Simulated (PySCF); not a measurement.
C3H12N2Si3 (SMILES C=C1[C@H](N)[SiH2][SiH2]N1[SiH3]), singlet, at the geometry of the source list; CCSD(T)/STO-3G (PySCF).

Input for PySCF:
```python
from pyscf import gto, scf, cc

mol = gto.Mole()
mol.atom = '''
    C    -0.18930000    1.86150000    1.17490000
    C    -0.20220000    0.75340000    0.41040000
    C    -1.52450000    0.39810000   -0.31760000
    N    -2.41130000   -0.36830000    0.57920000
    Si   -1.20980000   -0.62220000   -1.92350000
    Si    0.87150000   -1.24100000   -1.12280000
    N     0.89010000   -0.12030000    0.20320000
    Si    2.45260000   -0.16860000    0.88940000
    H     0.68890000    2.19090000    1.71730000
    H    -1.07470000    2.48160000    1.27980000
    H    -2.04830000    1.31010000   -0.62900000
    H    -2.66550000    0.23320000    1.36280000
    H    -1.86970000   -1.12540000    1.00000000
    H    -1.12250000    0.26370000   -3.12300000
    H    -2.15290000   -1.76340000   -2.12870000
    H     1.95930000   -0.94920000   -2.09450000
    H     0.89500000   -2.63190000   -0.59870000
    H     3.39790000    0.54790000   -0.00120000
    H     2.42100000    0.51760000    2.20370000
    H     2.89450000   -1.56760000    1.11810000
'''
mol.basis = 'sto-3g'
mol.verbose = 4
mol.build()

mf = scf.RHF(mol)
mf.kernel()

mycc = cc.CCSD(mf)
mycc.kernel()
et = mycc.ccsd_t()
print('E(CCSD(T)) = %.10f' % (mycc.e_tot + et))
```

**Question.** What does PySCF print? Leave out banner, timings and long lists.

**Answer.** 
```
PySCF version 2.14.0

[INPUT] verbose = 4
[INPUT] num. atoms = 20
[INPUT] num. electrons = 86
[INPUT] charge = 0
[INPUT] spin (= nelec alpha-beta = 2S) = 0
[INPUT] symmetry False subgroup None
[INPUT] Mole.unit = angstrom
[INPUT] Symbol           X                Y                Z      unit          X                Y                Z       unit  Magmom
[...]
nuclear repulsion = 633.597123918093
number of shells = 42
number of NR pGTOs = 192
number of NR cGTOs = 64
basis = sto-3g
ecp = {}

******** <class 'pyscf.scf.hf.RHF'> ********
method = RHF
initial guess = minao
damping factor = 0
level_shift factor = 0
DIIS = <class 'pyscf.scf.diis.CDIIS'>
diis_start_cycle = 1
diis_space = 8
diis_damp = 0
SCF conv_tol = 1e-09
SCF conv_tol_grad = None
SCF max_cycles = 50
direct_scf = True
direct_scf_tol = 1e-13
Set gradient conv threshold to 3.16228e-05
Initial guess from minao.
init E= -1084.33464942234
[...]
cycle= 1 E= -1083.4205524492  delta_E= 0.914  |g|= 0.438  |ddm|= 5.44
[...]
cycle= 2 E= -1083.48977203562  delta_E= -0.0692  |g|= 0.144  |ddm|= 0.827
[...]
cycle= 3 E= -1083.49684533692  delta_E= -0.00707  |g|= 0.0409  |ddm|= 0.235
[...]
cycle= 4 E= -1083.49760603151  delta_E= -0.000761  |g|= 0.00902  |ddm|= 0.0883
[...]
cycle= 5 E= -1083.49764765426  delta_E= -4.16e-05  |g|= 0.00339  |ddm|= 0.02
[...]
cycle= 6 E= -1083.49765351451  delta_E= -5.86e-06  |g|= 0.00101  |ddm|= 0.0069
[...]
cycle= 7 E= -1083.49765439072  delta_E= -8.76e-07  |g|= 0.00017  |ddm|= 0.00364
[...]
cycle= 8 E= -1083.49765441127  delta_E= -2.05e-08  |g|= 5.01e-05  |ddm|= 0.000474
[...]
cycle= 9 E= -1083.4976544131  delta_E= -1.83e-09  |g|= 1.72e-05  |ddm|= 0.000134
[...]
cycle= 10 E= -1083.49765441331  delta_E= -2.1e-10  |g|= 4.28e-06  |ddm|= 4.96e-05
[...]
Extra cycle  E= -1083.49765441332  delta_E= -1.5e-11  |g|= 1.73e-06  |ddm|= 8.03e-06
converged SCF energy = -1083.49765441332

******** <class 'pyscf.cc.ccsd.CCSD'> ********
CC2 = 0
CCSD nocc = 43, nmo = 64
max_cycle = 50
direct = 0
conv_tol = 1e-07
conv_tol_normt = 1e-05
diis_space = 6
diis_start_cycle = 0
diis_start_energy_diff = 1e+09
Init t2, MP2 energy = -1083.8952113363  E_corr(MP2) -0.39755692297316
Init E_corr(CCSD) = -0.397556922974869
cycle = 1  E_corr(CCSD) = -0.464682059184523  dE = -0.0671251362  norm(t1,t2) = 0.0856567
cycle = 2  E_corr(CCSD) = -0.48945063404536  dE = -0.0247685749  norm(t1,t2) = 0.0326965
cycle = 3  E_corr(CCSD) = -0.502141750852099  dE = -0.0126911168  norm(t1,t2) = 0.0143181
cycle = 4  E_corr(CCSD) = -0.504060706399307  dE = -0.00191895555  norm(t1,t2) = 0.00443222
cycle = 5  E_corr(CCSD) = -0.503913814138193  dE = 0.000146892261  norm(t1,t2) = 0.00159328
cycle = 6  E_corr(CCSD) = -0.503891702561064  dE = 2.21115771e-05  norm(t1,t2) = 0.000333414
cycle = 7  E_corr(CCSD) = -0.503893739832323  dE = -2.03727126e-06  norm(t1,t2) = 0.000148551
cycle = 8  E_corr(CCSD) = -0.503895366540014  dE = -1.62670769e-06  norm(t1,t2) = 5.64742e-05
cycle = 9  E_corr(CCSD) = -0.503895366449997  dE = 9.00171049e-11  norm(t1,t2) = 2.21773e-05
cycle = 10  E_corr(CCSD) = -0.503896101321174  dE = -7.34871177e-07  norm(t1,t2) = 6.58552e-06
cycle = 11  E_corr(CCSD) = -0.50389616215578  dE = -6.08346055e-08  norm(t1,t2) = 1.83905e-06
CCSD converged
E(CCSD) = -1084.00155057548  E_corr = -0.5038961621557799
CCSD(T) correction = -0.00837127935442723
E(CCSD(T)) = -1084.0099218548
```
